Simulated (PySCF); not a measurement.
Species: CH9ClSi3.
Z-matrix (Å and degrees, PBE0-D3(BJ)/def2-SVP geometry), rows numbered from 1:
```
C 
Si  1  1.8837
Si  2  2.3439  1  110.79
Si  3  2.3414  2  112.79  1   -59.17
Cl  3  2.0918  2  107.46  1  -177.08
H   1  1.1006  2  110.78  3   179.67
H   1  1.1007  2  110.94  3   -60.21
H   1  1.1010  2  110.69  3    59.77
H   2  1.4963  1  111.35  3   120.70
H   2  1.4965  1  110.85  3  -118.53
H   3  1.4968  2  111.44  1    64.96
H   4  1.4976  3  109.50  2    61.03
H   4  1.4940  3  110.99  2  -178.51
H   4  1.4945  3  109.07  2   -57.89
```

Computed with PySCF at PBE0/pcSseg-1 and B3LYP/def2-SVPD, non-relativistic, on one gas-phase PBE0-D3(BJ)/def2-SVP geometry that isn't relaxed in the solvent. The solvent is an IEF-PCM continuum (cavity from Bondi-type radii × 1.2). The model holds no explicit solvent molecules, cavitation or dispersion.

Gas phase at PBE0/pcSseg-1: HOMO -7.75 eV, LUMO -0.90 eV, dipole 2.61 D.

**Question.** What does the continuum do to the energy, the frontier levels and the dipole at PBE0/pcSseg-1 in acetone and dimethylsulfoxide?

**Answer.** 
```
          solvent      ε  E(solvent) − E(gas) (kcal/mol)  polarisation term (kcal/mol)  distortion of the solute (kcal/mol)  HOMO (eV)  LUMO (eV)  dipole (D)
          acetone  20.49                           -2.16                         -2.59                                 0.43      -7.63      -0.73        3.47
dimethylsulfoxide  46.83                           -2.27                         -2.74                                 0.47      -7.62      -0.72        3.51
```

The first energy column is the sum of the next two and covers electrostatics alone. From acetone to dimethylsulfoxide the lowering changes by a factor 1.05, Onsager's factor (ε − 1)/(2ε + 1) by 1.04 and ε itself by 2.3.

**Question.** Which radius a makes the point-dipole formula ΔE = −[(ε − 1)/(2ε + 1)]·μ²/a³ give the value in dimethylsulfoxide, with the gas-phase dipole?

**Answer.** μ = 1.026 au and |ΔE| = 0.00361 Eh give a = 2.76 Å; the farthest nucleus lies 3.72 Å from the centroid of the nuclei, so such a sphere wouldn't even hold the nuclei. The formula assumes a rigid point dipole at the centre of a sphere.

**Question.** Which Mulliken charges (PBE0/pcSseg-1) respond most in acetone (means over atoms taken as equivalent)?

**Answer.** 
```csv
atoms,environment,gas (e),solvent (e),change
Cl5,silicon-bound chlorine,-0.330,-0.368,-0.038
Si2,SiH2 silicon,+0.343,+0.368,+0.025
H10,Si–H hydrogen,-0.045,-0.058,-0.013
H9,Si–H hydrogen,-0.041,-0.053,-0.012
Si4,SiH3 silicon,+0.218,+0.230,+0.012
H11,Si–H hydrogen,-0.017,-0.008,+0.009
H6/H7/H8,methyl hydrogen,+0.154,+0.163,+0.009
C1,Si-methyl carbon,-0.633,-0.642,-0.009
```

**Question.** Which Mayer bond orders change most in acetone?

**Answer.** 
| bond | length (Å) | gas | solvent | change |
| --- | --- | --- | --- | --- |
| Si3–Cl5 | 2.092 | 0.895 | 0.846 | -0.049 |
| C1–Si2 | 1.884 | 0.943 | 0.958 | +0.015 |
| Si3–H11 | 1.497 | 0.897 | 0.905 | +0.008 |
| Si4–H12 | 1.498 | 0.913 | 0.920 | +0.007 |
| Si3–Si4 | 2.341 | 0.878 | 0.883 | +0.005 |
| Si2–H10 | 1.497 | 0.930 | 0.925 | -0.005 |
| C1–H6 | 1.101 | 0.955 | 0.951 | -0.004 |
| C1–H8 | 1.101 | 0.953 | 0.949 | -0.004 |

**Question.** How do the nuclear quadrupole coupling constants eQVzz/h respond in acetone?

**Answer.** 
```csv
nucleus,Q (barn),gas (MHz),solvent (MHz),η gas,η solvent
35Cl at Cl5,-0.0817,-45.97,-43.67,0.01,0.01
```

Gas phase at B3LYP/def2-SVPD: HOMO -7.46 eV, LUMO -1.07 eV, dipole 2.43 D.

**Question.** What does the continuum do to the energy, the frontier levels and the dipole at B3LYP/def2-SVPD in acetone?

**Answer.** 
```json
{"solvent": "acetone", "ε": "20.49", "E(solvent) − E(gas) (kcal/mol)": "-1.97", "polarisation term (kcal/mol)": "-2.41", "distortion of the solute (kcal/mol)": "0.44", "HOMO (eV)": "-7.36", "LUMO (eV)": "-0.92", "dipole (D)": "3.35"}
```

**Question.** How does the static polarisability (B3LYP/def2-SVPD, frozen core, with the continuum's full static response) change?

**Answer.** 
```json
{"medium": "gas", "isotropic (au)": "117.0", "principal values (au)": "97.5, 122.3, 131.3", "⟨r²⟩ of the electrons (bohr²)": "1446.9"}
{"medium": "acetone", "isotropic (au)": "161.6", "principal values (au)": "141.3, 168.5, 175.0", "⟨r²⟩ of the electrons (bohr²)": "1447.4"}
```

The isotropic value in acetone is 1.38 times the gas-phase one; no cavity-field correction is applied. ⟨r²⟩ is taken about the centre of nuclear charge.
